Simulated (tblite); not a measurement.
Species: C₅H₈ClF₃Si.
Numbering: `[CH3:1]/[CH:2]=[C:3](\[CH2:4][Cl:5])[SiH2:6][C:7]([F:8])([F:9])[F:10]` (hydrogens: H11, H12, H13 on C1; H14 on C2; H15, H16 on C4; H17, H18 on Si6)

Structure used (GFN2-xTB), in Å, numbered top down from 1:
```xyz
18
C5H8ClF3Si angstrom
C      2.0567   -1.0944    0.6979
C      0.7060   -0.7558    0.1692
C      0.3157    0.4191   -0.3303
C      1.2591    1.5865   -0.4135
Cl     0.4238    2.9732   -1.1436
Si    -1.4110    0.7820   -0.9856
C     -2.4371   -0.8600   -0.7678
F     -2.5432   -1.2747    0.5132
F     -3.7013   -0.6998   -1.2080
F     -1.9398   -1.9122   -1.4533
H      2.7526   -0.2640    0.6311
H      1.9713   -1.4023    1.7397
H      2.4610   -1.9419    0.1451
H     -0.0017   -1.5708    0.2144
H      2.1224    1.3693   -1.0445
H      1.5987    1.9059    0.5732
H     -1.4730    1.0050   -2.4283
H     -2.1690    1.7413   -0.1850
```

Level: GFN2-xTB in tblite, geometry and Hessian alike; calculated harmonic values, unscaled, isolated species. Errors from tens to a few hundred cm⁻¹ against measured bands are possible. Modes of hydrogen on silicon can be 10 to 20 % off. One conformer, not necessarily the lowest.

Harmonic wavenumbers (cm⁻¹): 37.0, 44.7, 64.8, 70.6, 83.6, 121.0, 175.0, 182.4, 206.5, 238.9, 335.8, 382.3, 407.1, 445.4, 453.8, 463.9, 495.2, 640.9, 658.9, 659.7, 717.1, 762.4, 787.4, 806.0, 918.8, 1010.7, 1016.1, 1021.7, 1024.2, 1076.6, 1126.6, 1146.6, 1159.8, 1232.0, 1322.0, 1393.2, 1420.1, 1470.7, 1474.0, 1670.4, 2299.9, 2304.4, 2956.1, 2963.4, 3002.8, 3018.5, 3062.3, 3087.4.

A = 1264, B = 605.9, C = 445.9 MHz; mass 188.004 u (most abundant isotopes); point group Cs, symmetry number 1.

Task: What is the zero-point energy?

Result: ½Σν̃ = 25709 cm⁻¹ = 73.51 kcal/mol.

Task: What is S at 298.15 K and 1 bar for an ideal gas of classical rigid rotors and harmonic oscillators?

Result: Translation 41.63, rotation 31.22, vibration 43.45: S = 116.3 cal/(mol K).

Task: And Cp and H(298.15 K) − H(0)?

Result: Cp = 46.24 cal/(mol K), of which vibrations give 38.29 (their classical limit is 48 R = 95.4); H(298.15 K) − H(0) = 8.71 kcal/mol without the zero-point energy, 6.34 from vibrations.

Task: What must be added to the electronic energy to get the Gibbs energy at 298.15 K and 1 bar?

Result: ZPE + [H(298.15 K) − H(0)] − T·S = 73.51 + 8.71 − 34.67 = 47.55 kcal/mol.

Task: Blend soft modes into free rotors: weight 1/[1 + (100 cm⁻¹/ν̃)⁴] for the oscillator and the rest for a rotor with moment μB/(μ + B), μ = h/(8π²ν), B = 10⁻⁴⁴ kg m². What vibrational entropy results?

Result: 38.32 cal/(mol K) in place of 43.45, which changes −T·S at 298.15 K by +1.53 kcal/mol.

Hindered rotation and anharmonicity are outside this model. Other conformers, if any are populated, would add a mixing term that is left out.
